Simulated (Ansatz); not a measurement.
Ansatz results at the PBE0-D4/def2-TZVP geometry: size of the dipole moment (PBE/def2-TZVPP) 2.50 D; LUMO energy (B3LYP/def2-TZVPP) -2.88 eV; zero-point energy (PBE0-D4/def2-TZVP) 203.5 kJ/mol.

Each molecule was computed in one conformer, which needn't be the lowest.

Q: Which molecule gave them?
A. `B1C=C1`
B. `C[Se][GeH2][BH][InH2]`
C. `C1=N[SiH2]N1`
D. `CC(=N)CF`

A: B. The others give `C1=N[SiH2]N1`: 2.92, -0.40, 140.3; `B1C=C1`: 1.19, -0.52, 110.3; `CC(=N)CF`: 2.65, -0.32, 236.6.

B3LYP here is the variant with VWN-RPA as its local correlation; programs differ in this.
